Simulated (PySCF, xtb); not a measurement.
ITl, SMILES [I][Tl] (connectivity only; charge and spin as stated), charge +1, multiplicity 2.

Harmonic wavenumbers (cm⁻¹) from GFN2-xTB (xtb) at its own minimum, in rising order: 64.

### Question
What does B3LYP-D3(BJ)/def2-TZVP in PySCF give at its own minimum? (An estimate is asked for; the answer gives what the named calculation found.)

### Answer
67. Paired by order, the mean absolute difference is 3 cm⁻¹ and the zero-point energies are 0.1 and 0.1 kcal/mol.
